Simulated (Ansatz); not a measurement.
Level of theory: frozen-core CCSD(T)/cc-pVTZ // r2SCAN-D4/def2-TZVP (Ansatz, a program for electronic structure).

Ansatz 0.2 input:
```yaml
crystal:
  periodic: [false, false, false]
  atoms:
    - { symbol: S, position_ang: [1.114843, -0.736309, -1.665027] }
    - { symbol: Si, position_ang: [-0.00001, -0.000021, -0.000019] }
    - { symbol: S, position_ang: [-1.44886, 1.196511, -1.013139] }
    - { symbol: S, position_ang: [1.167183, 1.063465, 1.436615] }
    - { symbol: S, position_ang: [-0.833204, -1.52372, 1.241516] }
    - { symbol: H, position_ang: [1.762512, -1.651486, -0.921498] }
    - { symbol: H, position_ang: [-1.862077, 1.788955, 0.121817] }
    - { symbol: H, position_ang: [1.820351, 1.767594, 0.49458] }
    - { symbol: H, position_ang: [-1.720739, -1.904987, 0.305154] }
basis:
  gaussian: { orbitals: cc-pVTZ }
correlation:
  method: ccsd_t
```

Output:

```
Functional definition: HF
1292 factors; integrals over basis functions are off by at most 8.1e-4 eV
mean field evaluation 1: about -51198.3390 eV, gradient 2.3e1 eV
mean field evaluation 2: about -51198.7755 eV, gradient 2.3e1 eV
mean field evaluation 4: about -51200.9736 eV, gradient 3.7e0 eV
mean field evaluation 8: about -51201.0562 eV, gradient 2.6e-1 eV
mean field evaluation 16: about -51201.0566 eV, gradient 1.2e-6 eV
mean field -51201.05663542 eV, -1881.6041260289 hartree, gradient 1.2e-6 eV, S^2 0.000000; 0 other end points of the search recorded, 0 dependent functions left out
25 core orbitals not correlated
reference -51201.05663542 eV, -1881.6041260289 hartree; 16, 16 occupied and 185, 185 virtual orbitals, 1292 factors
second order -22.54865008 eV of doubles, -0.00000000 eV of singles
cycle   1  -23.73576923 eV  change    -1.2e0 eV  update   1.1e-1
cycle   2  -24.32893319 eV  change   -5.9e-1 eV  update   3.1e-2
cycle   3  -24.43003964 eV  change   -1.0e-1 eV  update   1.4e-2
cycle   4  -24.42282873 eV  change    7.2e-3 eV  update   3.2e-3
cycle   5  -24.42116446 eV  change    1.7e-3 eV  update   1.1e-3
cycle   6  -24.42067128 eV  change    4.9e-4 eV  update   3.3e-4
cycle   7  -24.42054535 eV  change    1.3e-4 eV  update   1.2e-4
cycle   8  -24.42058030 eV  change   -3.5e-5 eV  update   3.6e-5
perturbative correction -1.19264236 eV, -0.0438287982 hartree
Total energy: -51226.66985807 eV, -1882.5453946001 hartree
```

Cost: roughly 3 core-minutes.
